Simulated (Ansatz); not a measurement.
**Two-coordinate energy map**

BBrCl$_{2}$ (SMILES ClB(Cl)Br), singlet, PBE0-D4/def2-TZVP minimum:

```xyz
4
angstrom
Cl 0.5821 0.6660 1.5108
B 0.0372 -0.0381 0.0221
Cl 0.4443 -1.6792 -0.3656
Br -1.0081 0.9911 -1.1876
```

Rows set the bond length B2–Br4 (Å; 1.901 at the minimum), columns the angle Br4–B2–Cl3 (°; 119.9), set in this order; the parts move rigidly, in a bend the first-named atom's side turns in the plane, and in a torsion the whole end group turns. CCSD(T) energies count from the value at that structure, in kJ/mol. Computed with Ansatz 0.2.0 (basis: def2-TZVPP); correlated methods freeze the cores. Filled d shells of the heavier atoms are correlated. The def2 sets are not built for correlating such inner shells, so the correlated values are less sure here.

```json
{"B2–Br4 \\ Br4–B2–Cl3": "1.673", "89.9": "?", "104.9": "119.7", "119.9": "?", "134.9": "119.3", "149.9": "282.5"}
{"B2–Br4 \\ Br4–B2–Cl3": "1.836", "89.9": "173.2", "104.9": "?", "119.9": "5.3", "134.9": "?", "149.9": "172.3"}
{"B2–Br4 \\ Br4–B2–Cl3": "2.075", "89.9": "142.1", "104.9": "46.9", "119.9": "21.1", "134.9": "46.6", "149.9": "141.5"}
{"B2–Br4 \\ Br4–B2–Cl3": "2.353", "89.9": "183.9", "104.9": "119.8", "119.9": "102.0", "134.9": "119.6", "149.9": "183.5"}
{"B2–Br4 \\ Br4–B2–Cl3": "2.662", "89.9": "254.3", "104.9": "213.3", "119.9": "201.4", "134.9": "213.2", "149.9": "254.0"}
```

Q: Fill in the withheld cells. (An estimate is asked for; the value comes from the calculation.)

A: Computed: (1.673, 89.9): 283.6; (1.673, 119.9): 75.7; (1.836, 104.9): 40.7; (1.836, 134.9): 40.4 kJ/mol. These count from the CCSD(T) energy at the PBE0-D4 minimum.

The same grid for a cheaper method: PBE0-D4 − CCSD(T), both counted from the minimum, in kJ/mol:
| B2–Br4 \ Br4–B2–Cl3 | 89.9 | 104.9 | 119.9 | 134.9 | 149.9 |
| --- | --- | --- | --- | --- | --- |
| 1.673 | -14.2 | -6.6 | -4.5 | -6.6 | -14.2 |
| 1.836 | -8.5 | -2.5 | -0.8 | -2.5 | -8.4 |
| 2.075 | -3.8 | -0.1 | 0.9 | -0.1 | -3.7 |
| 2.353 | -1.1 | 0.4 | 0.9 | 0.4 | -1.1 |
| 2.662 | 2.3 | 2.1 | 2.1 | 2.1 | 2.3 |

The T1 diagnostic stays at or below 0.015. The restricted Hartree–Fock reference is unstable towards an unrestricted one here.

For scale, one of the runs: CCSD(T)/def2-TZVPP, 163 basis functions (an equivalent command: `ansatz run in.yaml --threads 4`). The run took 76 s on 4 CPU threads (shared host), with 1.2 GiB of host memory at its peak.
